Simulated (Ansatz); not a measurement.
FH4OPSi, SMILES `F[SiH2]OP`, relaxed with RKS PBE-D4/def2-SVP in Ansatz 0.2.0 from a rough embedded geometry. The force threshold is 0.03 eV/Å; the program also tests the step.

The species carries charge 0 and has multiplicity 1.

Start:

```xyz
8

F     2.050   -0.514   -1.360
Si    1.013   -0.583   -0.226
O    -0.297    0.309   -0.728
P    -1.506    0.312    0.477
H     0.636   -2.012   -0.003
H     1.627   -0.024    1.008
H    -1.049    1.517    1.132
H    -2.474    0.995   -0.300
```

**Question.** By how much does the energy fall, and how many steps does the optimiser take? (Estimate.)

**Answer.** The calculation gave: 0.39 eV, in 16 steps, 2 of them rejected.

**Question.** Which bonds change most? (Best estimate.)

**Answer.** Ansatz gave: F1–Si2 from 1.538 to 1.635 Å; P4–H8 from 1.417 to 1.450 Å; O3–P4 from 1.707 to 1.698 Å; Si2–O3 from 1.663 to 1.670 Å.

**Question.** Give the relaxed structure. (Estimate.)

**Answer.** The calculation gave: 
```xyz
8

F     1.373   -0.683   -1.700
Si    1.147   -0.632   -0.081
O     0.011    0.533    0.290
P    -1.673    0.345    0.180
H     0.677   -1.992    0.341
H     2.423   -0.193    0.558
H    -2.022    1.268    1.237
H    -1.935    1.355   -0.826
```
